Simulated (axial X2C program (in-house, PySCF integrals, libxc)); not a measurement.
Low determinants of MoTe at the PBE0 level, 2c

Computed with an axial X2C code built on PySCF integrals. Two-component (2c) means X2C with spin–orbit coupling and atomic mean-field two-electron Coulomb and Gaunt terms. Basis: Te dyall-cv3z [11s12p8d4f1g], Mo dyall-cv3z [11s12p9d5f3g] (cores contracted in-house); Gaussian nuclei, density fitting, unrestricted open shells. Masses: Te 129.906 u, Mo 97.905 u.

Search at 2.553 Å (vertical energies from the lowest determinant):

| ΔE (eV) | state | electrons beyond evenly filled partner blocks | electrons in ±ω = 1/2, 3/2, 5/2, 7/2 |
| --- | --- | --- | --- |
| 0.00 | Ω = 1 | ω = -3/2, ω = 5/2 | 60 27 7 0 |
| 0.33 | Ω = 3 | ω = 1/2, ω = 5/2 | 59 28 7 0 |
| 0.73 | Ω = 4 | ω = 3/2, ω = 5/2 | 60 27 7 0 |
| 1.10 | Ω = 2 | ω = -1/2, ω = 5/2 | 59 28 7 0 |
| 1.33 | Ω = 2 | 2 × ω = 1/2, ω = -3/2, ω = 5/2 | 60 27 7 0 |
| 1.41 | Ω = 0 | ω = -1/2, 2 × ω = 3/2, ω = -5/2 | 59 28 7 0 |
| 1.55 | Ω = 0 | 2 × ω = 1/2, ω = 3/2, ω = -5/2 | 60 27 7 0 |

Lowest determinant, Ω = 1 (⟨Sz⟩ = 2.00, ⟨Lz⟩ = -1.00 at PBE0): Re = 2.543 Å, ωe = 218.8 cm⁻¹.

The determinant in row 2 of the search, Ω = 3 (⟨Sz⟩ = 2.03, ⟨Lz⟩ = 0.97 at PBE0), was followed along the bond at PBE0; measured from the minimum of the lowest determinant it gives:

Te = 0.328 eV (2643 cm⁻¹), Re = 2.520 Å, ωe = 226.1 cm⁻¹.

(1) Compare the bond of the determinant in row 2 with that of the lowest one.

The search compares states at one distance, so a state with another bond length can lie lower; it is not exhaustive and yields mostly the lowest determinant of each block pattern, so other components and higher states of one pattern are missing. These are energies of single determinants, not of spin-adapted states; PBE0 term energies can be off by some tenths of an eV, and the functional has no current term. Open-shell Ω = 0 determinants with evenly filled partner blocks cannot be reached by this program, so the Ω shown need not be the lowest component.

Results:

(1) At PBE0 its Re is 0.023 Å shorter and its force constant, which goes as ωe², is 1.07 times that of the lowest determinant. T0 ≈ Te + Δωe/2 = 2643 + (4) = 2647 cm⁻¹.
